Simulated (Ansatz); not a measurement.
Geometry optimisation of Zn3O3H12, a cluster cut from wurtzite ZnO (hydrogen-capped).

```yaml
crystal:
  periodic: [false, false, false]
  atoms:
    - {symbol: O, position_ang: [0.005200, -1.865600, -0.389200]}
    - {symbol: O, position_ang: [-1.634400, 0.947700, -0.388700]}
    - {symbol: O, position_ang: [1.615300, 0.936500, -0.401400]}
    - {symbol: Zn, position_ang: [-1.645900, -0.925400, 0.276400]}
    - {symbol: Zn, position_ang: [1.630800, -0.938500, 0.278000]}
    - {symbol: Zn, position_ang: [0.009000, 1.878500, 0.265400]}
    - {symbol: H, position_ang: [-0.011700, -2.805800, -0.067400]}
    - {symbol: H, position_ang: [-0.004100, -1.858500, -1.359100]}
    - {symbol: H, position_ang: [-2.924400, -1.693300, -0.246200]}
    - {symbol: H, position_ang: [-1.632700, -0.935800, 1.813000]}
    - {symbol: H, position_ang: [-1.594600, 0.922300, -1.379900]}
    - {symbol: H, position_ang: [-2.395900, 1.410600, -0.057600]}
    - {symbol: H, position_ang: [2.876000, -1.689700, -0.241100]}
    - {symbol: H, position_ang: [1.628000, -0.957400, 1.799500]}
    - {symbol: H, position_ang: [1.625300, 0.924800, -1.375700]}
    - {symbol: H, position_ang: [2.427900, 1.401500, -0.075100]}
    - {symbol: H, position_ang: [0.008900, 1.891300, 1.814600]}
    - {symbol: H, position_ang: [-0.012300, 3.340800, -0.251100]}
basis:
  gaussian: {orbitals: def2-SVP}
hamiltonian: {xc: r2scan, dispersion: d4}
scf: {lower_state_search: "off"}
output: {orbitals: {seedname: orbitals}}
relax: {f_tol: 0.02, max_steps: 100}
```

```sh
$ ansatz run in.yaml --threads 4 --pin off --events-out ev --progress --plain --max-ram 4787MiB
```

Shortened log:

```
Functional definition: r2SCAN
mean field -151560.24021267 eV, -5569.7360965952 hartree, gradient 7.2e-6 eV, S^2 0.000000; 0 other end points of the search recorded, 0 dependent functions left out
relax step   1: F+E_penalty+E_count = -151560.37540151 eV  Δ(F+E_penalty+E_count) = +0.000e0 eV  max|allowed force component| = 2.687e0 eV/Å  Δτ_max = 0.0000 Å  (17 SCF iters, accepted)
mean field -151562.39043420 eV, -5569.8151157789 hartree, gradient 2.8e-6 eV, S^2 0.000000; 0 other end points of the search recorded, 0 dependent functions left out
relax step   2: F+E_penalty+E_count = -151562.52285990 eV  Δ(F+E_penalty+E_count) = -2.147e0 eV  max|allowed force component| = 2.050e0 eV/Å  Δτ_max = 0.1944 Å  (23 SCF iters, accepted)
mean field -151563.72573681 eV, -5569.8641872445 hartree, gradient 3.0e-6 eV, S^2 0.000000; 0 other end points of the search recorded, 0 dependent functions left out
relax step   3: F+E_penalty+E_count = -151563.85439147 eV  Δ(F+E_penalty+E_count) = -1.332e0 eV  max|allowed force component| = 1.117e0 eV/Å  Δτ_max = 0.1948 Å  (23 SCF iters, accepted)
mean field -151564.13430073 eV, -5569.8792016918 hartree, gradient 1.1e-6 eV, S^2 0.000000; 0 other end points of the search recorded, 0 dependent functions left out
relax step   4: F+E_penalty+E_count = -151564.25798032 eV  Δ(F+E_penalty+E_count) = -4.036e-1 eV  max|allowed force component| = 3.561e-1 eV/Å  Δτ_max = 0.1913 Å  (18 SCF iters, accepted)
mean field -151564.28882096 eV, -5569.8848802055 hartree, gradient 1.5e-6 eV, S^2 0.000000; 0 other end points of the search recorded, 0 dependent functions left out
relax step   5: F+E_penalty+E_count = -151564.40797384 eV  Δ(F+E_penalty+E_count) = -1.500e-1 eV  max|allowed force component| = 2.689e-1 eV/Å  Δτ_max = 0.1926 Å  (17 SCF iters, accepted)
mean field -151564.41302731 eV, -5569.8894447048 hartree, gradient 1.4e-6 eV, S^2 0.000000; 0 other end points of the search recorded, 0 dependent functions left out
relax step   6: F+E_penalty+E_count = -151564.53028276 eV  Δ(F+E_penalty+E_count) = -1.223e-1 eV  max|allowed force component| = 6.228e-1 eV/Å  Δτ_max = 0.1915 Å  (17 SCF iters, accepted)
mean field -151564.50715216 eV, -5569.8929037291 hartree, gradient 2.2e-6 eV, S^2 0.000000; 0 other end points of the search recorded, 0 dependent functions left out
relax step   7: F+E_penalty+E_count = -151564.62256252 eV  Δ(F+E_penalty+E_count) = -9.228e-2 eV  max|allowed force component| = 7.134e-1 eV/Å  Δτ_max = 0.1946 Å  (17 SCF iters, accepted)
mean field -151564.59196369 eV, -5569.8960204953 hartree, gradient 1.4e-6 eV, S^2 0.000000; 0 other end points of the search recorded, 0 dependent functions left out
relax step   8: F+E_penalty+E_count = -151564.70740453 eV  Δ(F+E_penalty+E_count) = -8.484e-2 eV  max|allowed force component| = 8.860e-2 eV/Å  Δτ_max = 0.2000 Å  (17 SCF iters, accepted)
mean field -151564.61052012 eV, -5569.8967024317 hartree, gradient 2.8e-6 eV, S^2 0.000000; 0 other end points of the search recorded, 0 dependent functions left out
relax step   9: F+E_penalty+E_count = -151564.72648275 eV  Δ(F+E_penalty+E_count) = -1.908e-2 eV  max|allowed force component| = 4.523e-2 eV/Å  Δτ_max = 0.1030 Å  (18 SCF iters, accepted)
mean field -151564.63540142 eV, -5569.8976168026 hartree, gradient 1.6e-6 eV, S^2 0.000000; 0 other end points of the search recorded, 0 dependent functions left out
relax step  10: F+E_penalty+E_count = -151564.75027576 eV  Δ(F+E_penalty+E_count) = -2.379e-2 eV  max|allowed force component| = 1.415e-1 eV/Å  Δτ_max = 0.1905 Å  (17 SCF iters, accepted)
mean field -151564.63209625 eV, -5569.8974953397 hartree, gradient 2.3e-6 eV, S^2 0.000000; 0 other end points of the search recorded, 0 dependent functions left out
relax step  11: F+E_penalty+E_count = -151564.74714245 eV  Δ(F+E_penalty+E_count) = +3.133e-3 eV  max|allowed force component| = 1.309e-1 eV/Å  Δτ_max = 0.0807 Å  (18 SCF iters, rejected (line search))
mean field -151564.64056048 eV, -5569.8978063945 hartree, gradient 2.3e-6 eV, S^2 0.000000; 0 other end points of the search recorded, 0 dependent functions left out
relax step  12: F+E_penalty+E_count = -151564.75555220 eV  Δ(F+E_penalty+E_count) = -5.276e-3 eV  max|allowed force component| = 1.720e-2 eV/Å  Δτ_max = 0.0404 Å  (18 SCF iters, accepted)
mean field -151564.64106355 eV, -5569.8978248819 hartree, gradient 2.3e-6 eV, S^2 0.000000; 0 other end points of the search recorded, 0 dependent functions left out
relax step  13: F+E_penalty+E_count = -151564.75602837 eV  Δ(F+E_penalty+E_count) = -4.762e-4 eV  max|allowed force component| = 8.617e-3 eV/Å  Δτ_max = 0.0329 Å  (18 SCF iters, accepted)
Total energy: -151564.75605262 eV, -5569.9020506525 hartree
Atom 0 at    -0.007359    -2.047643     0.000589 Å, force    -0.001199     0.002126     0.002088 eV/Å
Atom 1 at    -1.772017     1.027712    -0.004761 Å, force     0.002733    -0.001139     0.001967 eV/Å
Atom 2 at     1.774852     1.017925    -0.008496 Å, force    -0.003628    -0.003305     0.000447 eV/Å
Atom 3 at    -2.183433    -1.249989     0.004631 Å, force     0.000364    -0.000513    -0.001716 eV/Å
Atom 4 at     2.171427    -1.265828    -0.004492 Å, force    -0.001361    -0.000361    -0.001196 eV/Å
Atom 5 at     0.007381     2.512940    -0.009935 Å, force    -0.001499    -0.001244    -0.001636 eV/Å
Atom 6 at    -0.009888    -2.613661     0.790959 Å, force     0.000660    -0.000884    -0.001997 eV/Å
Atom 7 at    -0.014218    -2.645164    -0.765989 Å, force    -0.000315    -0.001936    -0.001735 eV/Å
Atom 8 at    -2.442872    -1.405213    -1.530719 Å, force     0.001061     0.001071     0.008035 eV/Å
Atom 9 at    -2.410821    -1.377884     1.548442 Å, force    -0.001369    -0.000604    -0.005667 eV/Å
Atom 10 at    -2.285046     1.328654    -0.773479 Å, force    -0.002684     0.000111    -0.002306 eV/Å
Atom 11 at    -2.261680     1.317210     0.783563 Å, force    -0.000551     0.001294    -0.001309 eV/Å
Atom 12 at     2.425743    -1.416009    -1.541144 Å, force    -0.000832     0.001621     0.008184 eV/Å
Atom 13 at     2.404240    -1.397197     1.538116 Å, force     0.002566    -0.000135    -0.004378 eV/Å
Atom 14 at     2.292888     1.309798    -0.777318 Å, force     0.002731     0.001744    -0.003372 eV/Å
Atom 15 at     2.268961     1.300101     0.779667 Å, force     0.001663     0.001089     0.000010 eV/Å
Atom 16 at     0.009806     2.783401     1.532065 Å, force     0.000584     0.002605    -0.004036 eV/Å
Atom 17 at     0.002434     2.804846    -1.547299 Å, force     0.001076    -0.001540     0.008617 eV/Å
Dipole moment:     0.000989     0.001544     0.006174 e Å
Checks for a lower state left out: stability, starts, cluster_reference, orbital_swaps, neighbouring_geometries, increment
```

It took 1.8 min on 4 threads of Arm Neoverse N1 on a shared host.
